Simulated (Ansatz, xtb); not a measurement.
**C3HClFNS: which of two isomers lies lower**

We compare X, `Fc1nc(Cl)cs1`, a singlet, with Y, `Fc1ncc(Cl)s1`, a singlet. Both are isolated molecules in the gas phase, relaxed with B3LYP/def2-SVP.

X (Å):

```xyz
8

C    -1.9418   -0.1781    0.7730
C    -0.2873   -1.4823    0.2762
C    -0.0556   -0.5402   -0.6890
Cl    0.6871   -2.8939    0.4965
F    -3.0067    0.2954    1.3844
N    -1.3579   -1.2723    1.1026
S    -1.2615    0.7115   -0.5666
H     0.7309   -0.5141   -1.4394
```

Y (Å):

```xyz
8

C    -1.6057    0.2897   -0.4228
C     0.0237   -0.6463    0.6876
C    -0.6514   -1.7852    0.3442
Cl   -0.2483   -3.4119    0.7255
F    -2.3566    1.2226   -0.9728
N    -0.5371    0.5279    0.2404
S    -2.0801   -1.3879   -0.5971
H     0.9436   -0.6297    1.2728
```

Question: Estimate which is lower in electronic energy at CCSD(T)/def2-SVP + ΔMP2/def2-TZVPP, and by roughly how much.

Answer: The CCSD(T)/def2-SVP + ΔMP2/def2-TZVPP calculation puts structure X lower, by 2.8 kcal/mol.

How the difference moves with the method:

```csv
level,geometry,E(Y) − E(X) (kcal/mol),departure from the last row (kcal/mol),"job, with rough time for the two"
GFN2-xTB,GFN2-xTB,+1.9,−1.0,"optimisation, 0.17 s"
HF/STO-3G,GFN2-xTB,+2.0,−0.8,"single point, 0.48 s"
r2SCAN-D4/def2-SVP,GFN2-xTB,+2.6,−0.2,"single point, 5 s"
B3LYP/def2-SVP,B3LYP/def2-SVP,+2.6,−0.2,"optimisation, 31 s"
HF/def2-SVP,B3LYP/def2-SVP,+3.0,+0.2,part of the CCSD(T) run
MP2/def2-SVP,B3LYP/def2-SVP,+2.9,+0.1,part of the CCSD(T) run
CCSD(T)/def2-SVP,B3LYP/def2-SVP,+2.5,−0.3,single point
CCSD(T)/def2-SVP + ΔMP2/def2-TZVPP,B3LYP/def2-SVP,+2.8,,"single point, 50 s"
```

As drawn, both hold the same kinds of bond in the same numbers.

The levels shown agree on the order. The largest departure from CCSD(T)/def2-SVP + ΔMP2/def2-TZVPP is that of GFN2-xTB, 1.0 kcal/mol. The last row adds to CCSD(T) the change of the MP2 difference between the two basis sets, here +0.3 kcal/mol.

With thermal terms from frequencies at re-optimised GFN2-xTB minima (ideal gas, soft modes damped towards free rotors, one conformer each, 298.15 K, 1 atm): on the last row, ΔE + ΔZPE = +2.8, ΔH = +2.9, ΔG = +2.8 kcal/mol.

The correlated steps freeze 15 core orbitals. Codes used: Ansatz 0.2.0, xtb 6.7.1; the last row on 2 threads of Arm Neoverse V1 on a shared host.
